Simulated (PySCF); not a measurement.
**Correlation energy of P⁺ (phosphorus, charge +1)**

[Ne] 3s2 3p2, high-spin 3P determinant. Calculation: PySCF 2.14, in def2-TZVP (5s5p2d1f, 37 functions); no relativity, point nucleus. Frozen: [Ne]; 4 electrons correlated.

MP2 pair energies summed by pair of shells (mhartree):

```
 pair  energy  share (%)
3s-3p  -37.68       62.1
3s-3s  -16.59       27.4
3p-3p   -6.36       10.5
```

Total MP2 correlation energy: -60.63 mhartree.

Same-spin part -10.21 and opposite-spin part -50.42 mhartree; SCS-MP2 scales them by 1/3 and 6/5 to -63.91 mhartree.

```tsv
level	correlation energy (mhartree)
CCSD	-81.32
(T)	-2.25
CCSD(T)	-83.57
```

Diagnostics: T1 = 0.0097, D1 = 0.0251, largest double amplitude 0.103.

Cost of the coupled-cluster step: 0.41 s of wall time on 1 thread of Neoverse-V1 (shared host), for 4 correlated electrons.

Iterations:

```
CC2 = 0
CCSD nocc = (np.int64(3), np.int64(1)), nmo = (32, 32)
frozen orbitals [[0, 1, 2, 3, 4], [0, 1, 2, 3, 4]]
max_cycle = 100
direct = 0
conv_tol = 1e-08
conv_tol_normt = 1e-06
diis_space = 8
diis_start_cycle = 0
Init t2, MP2 energy = -0.0606318420580544
Init E_corr(UCCSD) = -0.0606318420658597
cycle = 1  E_corr(UCCSD) = -0.0747685016009316  dE = -0.0141366595  norm(t1,t2) = 0.0516747
cycle = 2  E_corr(UCCSD) = -0.0787951413078281  dE = -0.00402663971  norm(t1,t2) = 0.0202214
cycle = 3  E_corr(UCCSD) = -0.0813106698239495  dE = -0.00251552852  norm(t1,t2) = 0.00948451
cycle = 4  E_corr(UCCSD) = -0.0813077987998672  dE = 2.87102408e-06  norm(t1,t2) = 0.00178559
cycle = 5  E_corr(UCCSD) = -0.0813247029659836  dE = -1.69041661e-05  norm(t1,t2) = 0.000265148
cycle = 6  E_corr(UCCSD) = -0.0813194657339097  dE = 5.23723207e-06  norm(t1,t2) = 6.18356e-05
cycle = 7  E_corr(UCCSD) = -0.0813221385343024  dE = -2.67280039e-06  norm(t1,t2) = 9.32798e-06
cycle = 8  E_corr(UCCSD) = -0.0813215350437198  dE = 6.03490583e-07  norm(t1,t2) = 2.24873e-06
cycle = 9  E_corr(UCCSD) = -0.0813215205227572  dE = 1.45209626e-08  norm(t1,t2) = 3.70622e-07
cycle = 10  E_corr(UCCSD) = -0.0813215411178254  dE = -2.05950682e-08  norm(t1,t2) = 1.03507e-07
cycle = 11  E_corr(UCCSD) = -0.0813215411367482  dE = -1.89228078e-11  norm(t1,t2) = 5.09961e-08
UCCSD converged
E(UCCSD) = -340.4269848423178  E_corr = -0.08132154113674821
UCCSD(T) correction = -0.00225142930841608
```
